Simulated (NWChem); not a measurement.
Species: PH, triplet; SMILES [PH]

```xyz
2

P      0.0000     0.0000    -0.1066
H      0.0000     0.0000     1.3306
```
Atoms are numbered in this order, from 1.

Computed with NWChem. Pople sets run with spherical d functions. Spin-unrestricted. The geometry was optimised at PBE0/def2-SVP, spin-unrestricted. No stability test was run on the SCF state. Solvent water, SMD (1 M gas to 1 M solution), gas-phase geometry. Reactions with the solvent are ignored.

```tsv
level	basis functions	solvation free energy (kcal/mol)	cavity-dispersion-structure term (kcal/mol)	dipole in solution (D)
PBE0/STO-3G	10	0.5	0.7	0.32
PBE0/3-21G	15	-0.2	0.7	1.21
PBE0/6-31G*	20	0.2	0.7	0.99
PBE0/6-31+G*	24	0.2	0.7	0.98
PBE0/6-311G**	32	0.2	0.7	0.92
PBE0/6-311++G**	37	0.2	0.7	0.96
```
